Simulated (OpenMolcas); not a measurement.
# Lines of As: computed and rescaled rates

```
Program             : OpenMolcas 26.06
Method              : SS-CASPT2, IPEA 0.25 Eh, imaginary shift 0.1 Eh (closed shells correlated: 3d 4s)
Basis               : ANO-R3 [7s6p5d3f2g]
Scalar Hamiltonian  : X2C, finite nucleus
Active space        : 3 electrons in 3 orbitals (4p)
State averaging     : 2S+1 = 4 odd, 1 root; 2S+1 = 2 odd, 8 roots
Spin-orbit coupling : state interaction with AMFI integrals over the reference wave functions, term energies averaged over their components
```

Rates come from the transition moments of the reference wave functions (E1 and E2 in the length form). At fixed line strength A goes as λ^-3 for E1 and M1 and as λ^-5 for E2, so a rate at the computed wavelength can be rescaled to the measured one. Measured vacuum wavelengths follow from level energies in NIST Handbook of Basic Atomic Spectroscopic Data. Branching counts decays inside the model space alone, at computed energies, and the table is only a selection of the E2 and M1 lines, drawn from those between levels with measured partners whose computed energy lies within a factor of 1.5 of the measured one.

| Upper | Lower | Type | λ computed (nm) | λ measured (nm) | A computed (s-1) | A rescaled (s-1) | Branching % |
| --- | --- | --- | --- | --- | --- | --- | --- |
| 4s² 4p³ ²P°_3/2 | 4s² 4p³ ⁴S°_3/2 | M1 | 503.9 | 536.3 | 1.24e+00 |  | 56.1 |
| 4s² 4p³ ²P°_1/2 | 4s² 4p³ ⁴S°_3/2 | M1 | 511.4 | 549.9 | 5.23e-01 |  | 50.3 |
| 4s² 4p³ ²P°_3/2 | 4s² 4p³ ²D°_3/2 | M1 | 1186 | 1241 | 4.41e-01 |  | 20.0 |
| 4s² 4p³ ²P°_1/2 | 4s² 4p³ ²D°_3/2 | M1 | 1229 | 1317 | 2.48e-01 |  | 23.9 |
| 4s² 4p³ ²P°_3/2 | 4s² 4p³ ²D°_5/2 | M1 | 1218 | 1293 | 2.32e-01 |  | 10.5 |
| 4s² 4p³ ²P°_3/2 | 4s² 4p³ ²D°_5/2 | E2 | 1218 | 1293 | 2.03e-01 | 1.51e-01 | 9.2 |
| 4s² 4p³ ²P°_1/2 | 4s² 4p³ ²D°_3/2 | E2 | 1229 | 1317 | 1.67e-01 | 1.18e-01 | 16.1 |
| 4s² 4p³ ²P°_1/2 | 4s² 4p³ ²D°_5/2 | E2 | 1263 | 1375 | 9.98e-02 | 6.53e-02 | 9.6 |
| 4s² 4p³ ²P°_3/2 | 4s² 4p³ ²D°_3/2 | E2 | 1186 | 1241 | 9.16e-02 | 7.30e-02 | 4.1 |
| 4s² 4p³ ²D°_3/2 | 4s² 4p³ ⁴S°_3/2 | M1 | 875.9 | 944 | 3.45e-02 |  | 95.0 |
| 4s² 4p³ ²D°_5/2 | 4s² 4p³ ⁴S°_3/2 | E2 | 859.6 | 916.2 | 3.08e-03 |  | 75.9 |
| 4s² 4p³ ²D°_3/2 | 4s² 4p³ ⁴S°_3/2 | E2 | 875.9 | 944 | 1.82e-03 |  | 5.0 |
| 4s² 4p³ ²D°_5/2 | 4s² 4p³ ⁴S°_3/2 | M1 | 859.6 | 916.2 | 8.73e-04 |  | 21.5 |
| 4s² 4p³ ²D°_5/2 | 4s² 4p³ ²D°_3/2 | M1 | 46210 | 31040 | 1.07e-04 | 3.53e-04 | 2.6 |

Spin-changing lines and M1 lines between different terms are not rescaled, since their strength hangs on the term gaps too.

The largest correction is for 4s² 4p³ ²D°_5/2 → 4s² 4p³ ²D°_3/2 (M1): 1.07e-04 × (46210 / 31040)^3 = 3.53e-04 s-1, a factor of 3.30.

No measured rate stands beside these. Rescaling mends the energy factor alone: line strengths can still be far off where a level mixes with configurations outside the active space, and weak or spin-changing lines hang on small mixing coefficients that depend on the term gaps too, so rescaling need not improve them.

CASPT2 does not keep the components of a term degenerate, so their means are used; among the terms shown or strongly mixed into the levels shown the widest spread is 180 cm-1 (4s² 4p³ ²D°). With the s shell closed, the reference lacks s² → p² mixing. Measured partners are found by configuration, term and J. A level has none where our copy of the source lacks it or the pairing is in doubt (some pairs that miss far off the trend of their configuration count as doubtful). Only configurations of the active space appear.

° marks odd parity.
